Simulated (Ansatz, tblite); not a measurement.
Cost and result up the ladder for Cu2Sn (3 atoms). Charge 0, multiplicity 1. Geometry: PBE-D4/def2-TZVP.

| atom | x (Å) | y (Å) | z (Å) |
| --- | --- | --- | --- |
| Cu1 | 0.3341 | -1.2578 | -0.6695 |
| Cu2 | 0.9869 | 1.0684 | 0.1630 |
| Sn3 | -1.3209 | 0.1894 | 0.5065 |

Ansatz on 4 threads of Arm Neoverse V1 on a shared host; xTB runs through tblite on one thread. Times are rough, summed over both states, and most runs start from the orbitals of an earlier one. ωB97X-V/def2-TZVP serves as the yardstick here, not as an exact answer. The other state is a quintet at its own geometry.

In the def2 sets Sn takes a core potential; there is no spin–orbit coupling. The xTB rows come from tblite. B3LYP takes the VWN-RPA correlation. Correlated methods freeze 22 core orbitals; core or outer-core shells of Sn are correlated, in sets that lack core-valence functions. At PBE0-D4/def2-TZVP a broken-symmetry singlet of charge 0 lies 2.42 eV below the quintet, each at its own geometry. The structure comes from a short search, and lower isomers may exist.

Run but left out: HF/def2-TZVP, r2SCAN-D4/def2-TZVP (singlet: restricted singlet, unstable towards broken spin symmetry).

Correlated methods converge slowly with the basis.

xTB has no spin-polarisation term.

```tsv
level	functions	quintet − singlet (eV)	difference from ωB97X-V/def2-TZVP (eV)	remarks
PBE0-D4/def2-TZVP (with forces)	140	2.42	-0.21	–
GFN2-xTB	27	5.62	3.00	–
GFN1-xTB	27	4.36	1.74	–
PBE-D4/def2-TZVP	140	2.81	0.18	–
RPA@PBE/def2-TZVP	140	2.34	-0.29	–
BLYP-D4/def2-TZVP	140	3.07	0.44	restricted, untested (singlet)
B97M-V/def2-TZVP	140	2.75	0.12	–
B3LYP-D4/def2-TZVP	140	2.80	0.17	–
ωB97X-V/def2-TZVP	140	2.63	0.00	–
```

(1) Estimate how long each takes.

Results:

(1) GFN1-xTB 0.004 s; GFN2-xTB 0.011 s; PBE-D4/def2-TZVP 4.6 s; BLYP-D4/def2-TZVP 4.8 s; B3LYP-D4/def2-TZVP 7.6 s; PBE0-D4/def2-TZVP (with forces) 9.3 s; RPA@PBE/def2-TZVP 9.9 s; B97M-V/def2-TZVP 19 s; ωB97X-V/def2-TZVP 22 s. On shared hardware such times vary by a factor of up to 3.
